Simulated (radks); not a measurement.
Coulomb parameter of the 4f shell of the neodymium ion Nd2+ in the model configuration [Xe] 4f2 6p2, as a second difference U = [E(n + 1) + E(n - 1) - 2 E(n)] / (1)^2 with all orbitals relaxed. "Bare": the charge of the atom changes with n. "Screened": the 6p shell takes up the change at fixed total charge, which measures U(4f,4f) + U(6p,6p) - 2 U(4f,6p). All-electron calculation, scalar-relativistic Kohn-Sham, PBE, spin-unpolarised, spherical densities, point nucleus. Program: a radial shooting solver on a logarithmic mesh with Libxc functionals.

| case | configuration | E - E(n) (eV) |
|---|---|---|
| start | [Xe] 4f2 6p2 | 0.000 |
| bare +1 | [Xe] 4f3 6p2 | -25.700 |
| bare -1 | [Xe] 4f1 6p2 | 43.813 |
| screened +1 | [Xe] 4f3 6p1 | -16.161 |
| screened -1 | [Xe] 4f1 6p3 | 25.611 |

U(bare) = 18.113 eV, U(screened by 6p) = 9.450 eV, against the Slater integral F0(4f,4f) = 27.687 eV with frozen orbitals.
